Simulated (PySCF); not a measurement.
An element was calculated at r2SCAN (PySCF 2.14, spin-free X2C, a triple-zeta basis, no spin-orbit coupling), in the ground configurations that NIST lists.

```
first ionisation energy  : 5.238 eV
second ionisation energy : 11.221 eV
third ionisation energy  : 25.687 eV
```

Problem. Which element is it?

Solution. Europium (Eu, Z = 63), in x2c-TZVPPall. NIST lists 5.670, 11.24 ± 0.006, 24.84 ± 0.03 eV for these ionisation energies.
